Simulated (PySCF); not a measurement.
A species of formula C5H13PSSi has this rotational fingerprint, computed with PBE0/pcSseg-1 in PySCF (dipole) on a GFN2-xTB geometry, gas phase:

| Item | Value |
| --- | --- |
| Rotational constants | A = 2110, B = 729.7, C = 652.5 MHz |
| Dipole components | \|μa\| = 3.15 D, \|μb\| = 2.77 D, \|μc\| = 1.23 D |
| Inertial defect | -157.57 u·Å² |
| κ | -0.89 |

Task: Which candidate fits, each taken in the one conformer that was computed?
A. `[SiH3:1][C@@H:2]1[CH2:3][CH2:4][CH2:5][CH2:6][P@@H:7]1=[S:8]` with Si1–C2–C3–C4 -64°, C2–C3–C4–C5 -68°, C3–C4–C5–C6 65°, C4–C5–C6–P7 -56°
B. `[CH3:1][S:2]/[CH:3]=[C:4](\[CH3:5])[CH2:6][SiH2:7][PH2:8]` with C1–S2–C3–C4 -160°, C3–C4–C6–Si7 -89°, C4–C6–Si7–P8 44°, C6–Si7–P8–H -86° and -179°
C. `[CH3:1][Si@H:2]1[CH2:3][CH2:4][P@@H:5](=[S:6])[CH2:7][CH2:8]1` with C1–Si2–C3–C4 172°, Si2–C3–C4–P5 -62°, C3–C4–P5–S6 -59°, C4–P5–C7–C8 -70°
D. `[CH3:1][C@@H:2]1[C@H:3]([SiH3:4])[CH2:5][P@@:6]1([CH3:7])=[S:8]` with C1–C2–C3–Si4 29°, C2–C3–C5–P6 -21°, C3–C5–P6–C7 127°, C1–C2–P6–C5 101°
E. `[CH3:1][SiH2:2][P:3]1[CH2:4][CH2:5][S:6][CH2:7][CH2:8]1` with C1–Si2–P3–C4 -74°, Si2–P3–C4–C5 -163°, P3–C4–C5–S6 72°, C4–C5–S6–C7 -63°, C5–S6–C7–C8 63°

Result: D. It is C[C@@H]1[C@H]([SiH3])C[P@@]1(C)=S, an asymmetric top, point group C1. The candidates at the same level (rigid rotor, commonest isotopes):

| SMILES | A (MHz) | B (MHz) | C (MHz) | μa (D) | μb (D) | μc (D) | Δ (u·Å²) | point group | rotor |
| --- | --- | --- | --- | --- | --- | --- | --- | --- | --- |
| C[SiH2]P1CCSCC1 | 2622 | 656.7 | 581.2 | 1.30 | 0.27 | 0.02 | -92.76 | C1 | near-prolate asymmetric top |
| [SiH3][C@@H]1CCCC[P@@H]1=S | 1538 | 1061 | 755.7 | 4.89 | 0.62 | 0.60 | -136.10 | C1 | asymmetric top |
| C[C@@H]1[C@H]([SiH3])C[P@@]1(C)=S | 2110 | 729.7 | 652.5 | 3.15 | 2.77 | 1.23 | -157.57 | C1 | asymmetric top |
| CS/C=C(\C)C[SiH2]P | 1590 | 744.2 | 565.2 | 0.80 | 0.14 | 0.19 | -102.70 | C1 | asymmetric top |
| C[Si@H]1CC[P@@H](=S)CC1 | 1898 | 802.8 | 780.5 | 2.61 | 0.00 | 3.11 | -248.37 | Cs | near-prolate asymmetric top |

`C[SiH2]P1CCSCC1` has A 24 % too high; `CS/C=C(\C)C[SiH2]P` has A 25 % too low; `C[Si@H]1CC[P@@H](=S)CC1` has C 20 % too high; `[SiH3][C@@H]1CCCC[P@@H]1=S` has B 45 % too high. No structure here is proved a minimum.
